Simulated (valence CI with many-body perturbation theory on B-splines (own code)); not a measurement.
## Yb XXXI: what the settings do

Computed by configuration interaction combined with many-body perturbation theory (CI+MBPT): four valence electrons over a frozen Dirac-Fock core [Kr], a basis of 6 s, 6 p, 5 d, 5 f, 1 g functions for each j, with the one-electron correlation potential Σ1, the two-electron term Σ2, the three-electron term Σ3, Breit, model QED; selected CI, second order for the rest, scaled by the run's own slope (own B-spline code, finite nucleus).

The last digits are not significant, and no measured levels were compared; by estimate large intervals hold to a few tenths of a per cent, small ones and those within an open d or f shell to about a per cent. Only levels of the ground parity were solved; by the run's estimate the other parity begins above the list, which can be wrong where configurations are misplaced.

The reference run has the lowest level (4d3/2^4) J=0 and an ionisation energy of 1176.71 eV. Its largest variational space holds 8804 state functions.

Levels are named by their leading jj configuration (3d3/2^4 stands for four electrons in 3d with j = 3/2), which in mixed levels can hold well under half, so a name can repeat and another be missing. Letters in brackets count levels of one name in rising energy.

Changed runs:
A. box radius (bohr) 4.817 → 6.41
B. highest l with Σ1, explicit Σ2 and valence Breit (higher l get mean screening factors) 3 → 1; scale of Σ1 1 → 0
C. size limit of the variational space 10000 → 3000; second order for the rest on → off
D. scale of Σ1 1 → 2 (bad on purpose)

Excitation energies of the reference run in cm⁻¹, and shifts in cm⁻¹:

```tsv
Level	Reference	A	B	C	D
(4d3/2^3 4d5/2) J=1	79636	0	-770	+32	+620
(4d3/2^3 4d5/2) J=2	113910	-0.1	-984	+138	+726
(4d3/2^3 4d5/2) J=4	116153	-0.1	+706	+206	+639
(4d3/2^3 4d5/2) J=3	125546	-0.1	-852	+170	+706
(4d3/2^2 4d5/2^2) J=0	186647	0	-2135	0	+1209
(4d3/2^2 4d5/2^2) J=2 [a]	194522	-0.1	-1609	+156	+1129
(4d3/2^2 4d5/2^2) J=4 [a]	194739	-0.1	-287	+143	+1251
(4d3/2^2 4d5/2^2) J=3 [a]	199461	-0.1	-1259	+158	+1218
(4d3/2^2 4d5/2^2) J=5	213334	-0.1	+830	+80	+1245
(4d3/2^2 4d5/2^2) J=1	221015	-0.1	-2061	+65	+1253
(4d3/2^2 4d5/2^2) J=6	223340	-0.1	+2044	+21	+1263
(4d3/2^2 4d5/2^2) J=4 [b]	235156	-0.1	-199	+224	+1261
Ionisation energy (eV)	1176.71	-0.00046	+1.06	+4e-05	+2.67
```
